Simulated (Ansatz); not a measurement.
Steps of a relaxation of `C1CC[SiH2]C1` with RKS PBE-D4/def2-SVP.

```sh
$ ansatz run in.yaml --threads 4 --pin off --events-out ev --progress --plain --max-ram 10444MiB
```

```yaml
crystal:
  periodic: [false, false, false]
  atoms:
    - {symbol: C, position_ang: [-0.717700, 0.977500, 0.316600]}
    - {symbol: C, position_ang: [-0.166600, 0.017000, 1.300900]}
    - {symbol: C, position_ang: [1.066100, -0.588000, 0.645600]}
    - {symbol: Si, position_ang: [0.742500, -0.775800, -1.200800]}
    - {symbol: C, position_ang: [-0.888500, 0.311900, -1.078900]}
    - {symbol: H, position_ang: [-1.742600, 1.398500, 0.644200]}
    - {symbol: H, position_ang: [-0.079400, 1.897800, 0.222800]}
    - {symbol: H, position_ang: [-0.856200, -0.753200, 1.508100]}
    - {symbol: H, position_ang: [0.085700, 0.521100, 2.295100]}
    - {symbol: H, position_ang: [1.945800, 0.102300, 0.776500]}
    - {symbol: H, position_ang: [1.355100, -1.544600, 1.140900]}
    - {symbol: H, position_ang: [0.327600, -2.176600, -1.527500]}
    - {symbol: H, position_ang: [1.664500, -0.152400, -2.075300]}
    - {symbol: H, position_ang: [-0.978400, 1.050700, -1.864400]}
    - {symbol: H, position_ang: [-1.779600, -0.337000, -1.074600]}
basis:
  gaussian: {orbitals: def2-SVP}
hamiltonian: {xc: pbe, dispersion: d4}
relax: {f_tol: 0.03, max_steps: 200}
```

Positions (Å) and forces (eV/Å) along the path, 4 of 4 steps:

```xyz
15
step=1 energy=-12173.0629 eV
C    -0.718    0.978    0.317   -2.277    1.954   -0.809
C    -0.167    0.017    1.301    1.783    1.266    0.862
C     1.066   -0.588    0.646    1.731   -0.439    0.786
Si    0.743   -0.776   -1.201   -2.664   -0.153    1.120
C    -0.888    0.312   -1.079    1.002   -0.532    0.830
H    -1.743    1.399    0.644    0.988   -0.380   -0.180
H    -0.079    1.898    0.223    0.013   -0.384    0.042
H    -0.856   -0.753    1.508   -1.481   -1.451    0.440
H     0.086    0.521    2.295   -0.211   -0.447   -0.759
H     1.946    0.102    0.776   -0.269   -0.259   -0.022
H     1.355   -1.545    1.141    0.111    0.137   -0.118
H     0.328   -2.177   -1.528    0.297   -0.186   -0.298
H     1.665   -0.152   -2.075    1.368    0.492   -1.104
H    -0.978    1.051   -1.864   -0.215    0.526   -0.669
H    -1.780   -0.337   -1.075   -0.176   -0.144   -0.120
15
step=2 energy=-12173.4277 eV
C    -0.767    1.015    0.316   -0.579    0.666   -0.470
C    -0.157    0.018    1.280    0.633    0.285    0.922
C     1.119   -0.598    0.675    0.297    0.016    0.011
Si    0.669   -0.773   -1.166   -0.609   -0.027    0.104
C    -0.919    0.346   -1.076    0.511   -0.328    0.341
H    -1.752    1.429    0.679    0.416   -0.269   -0.064
H    -0.100    1.906    0.220   -0.002   -0.132    0.026
H    -0.876   -0.778    1.495   -0.434   -0.429    0.088
H     0.073    0.499    2.266   -0.137   -0.113   -0.194
H     1.985    0.099    0.784   -0.160   -0.057   -0.063
H     1.430   -1.547    1.164   -0.116    0.086   -0.038
H     0.383   -2.203   -1.564   -0.032    0.078   -0.025
H     1.715   -0.239   -2.064    0.362    0.169   -0.350
H    -1.015    1.085   -1.886   -0.040    0.084   -0.233
H    -1.810   -0.310   -1.093   -0.108   -0.028   -0.054
15
step=3 energy=-12173.4749 eV
C    -0.765    1.023    0.310   -0.068   -0.030    0.045
C    -0.155    0.021    1.312    0.058    0.055   -0.057
C     1.118   -0.592    0.678   -0.009   -0.030    0.092
Si    0.663   -0.765   -1.170    0.020   -0.047   -0.051
C    -0.899    0.331   -1.069   -0.046    0.086    0.044
H    -1.736    1.415    0.683   -0.002   -0.004   -0.052
H    -0.091    1.905    0.218    0.023   -0.025    0.018
H    -0.894   -0.786    1.519    0.004    0.029   -0.027
H     0.058    0.507    2.290    0.004   -0.019   -0.026
H     1.975    0.108    0.776    0.006    0.004   -0.003
H     1.419   -1.542    1.161    0.037   -0.021    0.014
H     0.359   -2.180   -1.593    0.002   -0.002    0.008
H     1.729   -0.232   -2.095   -0.021    0.007    0.022
H    -1.000    1.052   -1.903   -0.024    0.010   -0.012
H    -1.803   -0.316   -1.088    0.018   -0.013   -0.014
15
step=4 energy=-12173.4763 eV
C    -0.762    1.025    0.310   -0.008    0.012    0.003
C    -0.155    0.020    1.309   -0.002    0.000    0.014
C     1.118   -0.594    0.682    0.016   -0.005    0.002
Si    0.662   -0.767   -1.170    0.002   -0.002   -0.003
C    -0.901    0.334   -1.066   -0.009   -0.002   -0.013
H    -1.733    1.424    0.676    0.001   -0.005   -0.003
H    -0.080    1.900    0.221    0.000   -0.001   -0.004
H    -0.899   -0.784    1.506    0.003   -0.002   -0.001
H     0.053    0.498    2.290    0.002    0.000   -0.005
H     1.972    0.112    0.774    0.003   -0.001   -0.004
H     1.430   -1.540    1.167   -0.009    0.003    0.004
H     0.359   -2.182   -1.592   -0.004    0.000    0.001
H     1.726   -0.229   -2.092    0.002    0.003    0.003
H    -1.013    1.051   -1.904    0.002    0.006    0.009
H    -1.799   -0.320   -1.080    0.001   -0.004   -0.003
```

Run time 7.5 s (4 threads of an Intel Xeon Platinum 8488C on a shared host); peak host memory 0.18 GiB.
